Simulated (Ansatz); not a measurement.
Total energies of H6SeSi2 (`[SiH3][SiH2][SeH]`).

Cartesian coordinates in Å:
```
Si -1.391 0.016 0.021
Si 0.854 0.628 -0.183
Se 2.175 -0.897 0.894
H -2.278 0.950 -0.725
H -1.777 0.011 1.456
H -1.566 -1.354 -0.533
H 1.247 0.772 -1.611
H 1.137 1.909 0.516
H 1.599 -2.034 0.163
```

Total charge 0; spin multiplicity 1. Correlated methods include outer-core shells of Se, which these sets cover unevenly. Scalar relativity is left out up to krypton. Geometry: relaxed with PBE0-D4/def2-TZVP. It is one conformer, not always the lowest. Basis def2-TZVPP, Ansatz.

RPA on PBE orbitals: Hartree–Fock energy of these orbitals -2981.19061 Eh, correlation -0.94554 Eh (frozen core).

```tsv
functional	energy without D4 (Eh)	D4 term (kJ/mol)
LDA (SPW92)	-2978.38018	–
revPBE	-2983.86032	-53.0
BLYP	-2984.19501	-44.1
r2SCAN	-2984.11311	-4.8
PBE0	-2983.64793	-17.8
B3LYP	-2984.26491	-33.9
r2SCAN0	-2984.09976	-5.9
HSE06 (plane-wave form)	-2983.63697	-16.8
BHLYP	-2984.16537	-29.6
CAM-B3LYP	-2984.31018	-18.5
LC-ωPBE	-2983.67272	–
ωB97X-V	-2983.86890	–
ωB97M-V	-2983.98106	–
PBE-QIDH	-2983.16028	–
```

Question: Give the same for PBE, B97M-V, r2SCANh, B2PLYP. (Estimate.)

Answer: The calculation gave: 
```
functional  energy without D4 (Eh)  D4 term (kJ/mol)
       PBE             -2983.50641             -20.7
    B97M-V             -2983.59504                 –
   r2SCANh             -2984.10734              -5.3
    B2PLYP             -2983.55091                 –
```

B3LYP takes the VWN-RPA correlation (the form of Gaussian; ORCA's B3LYP/G). HSE06 is the plane-wave form, built on full-range PBE exchange. The double hybrids freeze the cores in their second-order part.

LC-ωPBE has ω = 0.4 bohr⁻¹.
